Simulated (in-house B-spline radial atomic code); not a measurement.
# Ionising O³⁺ with different functionals

Computed with a radial B-spline atomic code at the basis-set limit: non-relativistic Hamiltonian, point nucleus, spin-polarised at highest spin, spherical fractional occupations for the functionals, and exact exchange of hybrids averaged over the configuration. The ionisation energy is the difference of two self-consistent energies, [He] 2s2 2p1 → [He] 2s2, without Breit or QED terms; ε is the level of the shell that loses the electron (its least bound occupied spin orbital).

```tsv
method	rung	ΔSCF (eV)	-ε(2p) (eV)
PBE0	global hybrid	77.75	69.36
B3LYP	global hybrid	78.03	68.99
TPSSh	global hybrid	77.51	67.53
M06-2X	global hybrid	78.30	72.83
BHandHLYP	global hybrid	77.98	72.54
r2SCAN0	global hybrid	77.44	69.42
B97-1	global hybrid	?	?
HSE06	range-separated hybrid	?	?
wB97X	range-separated hybrid	77.44	71.74
CAM-B3LYP	range-separated hybrid	77.98	71.01
LC-wPBE	range-separated hybrid	77.87	72.06
```

**Question.** What does HSE06 give?

**Answer.** ΔSCF 77.78 eV, and -ε(2p) = 68.98 eV.

**Question.** What does B97-1 give?

**Answer.** ΔSCF 77.65 eV, and -ε(2p) = 68.79 eV.

**Question.** Among the functionals, which spreads more, the ΔSCF values or the orbital energies?

**Answer.** The orbital energies: ΔSCF values span about 0.85 eV and the orbital energies 5.31 eV; here energy differences depend much less on the functional than eigenvalues do.

**Question.** How do they compare with the NIST value?

**Answer.** NIST lists 77.413 eV (measured, ground level to ground level). Errors run from +0.03 to +0.88 eV; wB97X is closest (+0.03 eV), but part of that can be cancellation, since the calculations leave out relativity, Breit-QED terms, multiplet and fine-structure energies.
